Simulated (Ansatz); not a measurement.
System: Ti, charge 1, quartet.

Total energies in aug-cc-pwCVTZ-DK, 11 correlated electrons, 5 frozen orbitals. UHF or UKS for unpaired electrons; spin-orbit terms are left out. The -DK rows use spin-free X2C, correlate 3s3p of the metal (1s2s2p frozen) and give its partners the cc-pVXZ-DK valence sets. Open-shell metal atoms are single determinants, not pure terms.

| method | program | energy (Eh) | minus CCSDT(Q) (mEh) |
|---|---|---|---|
| HF | Ansatz | -852.54630 | 371.25 |
| MP2 | Ansatz | -852.88797 | 29.59 |
| CCSD | Ansatz | -852.90771 | 9.84 |
| CCSD(T) | Ansatz | -852.91701 | 0.55 |
| CCSDT(Q) | Ansatz | -852.91756 | 0.00 |

Ansatz is a program for electronic structure.
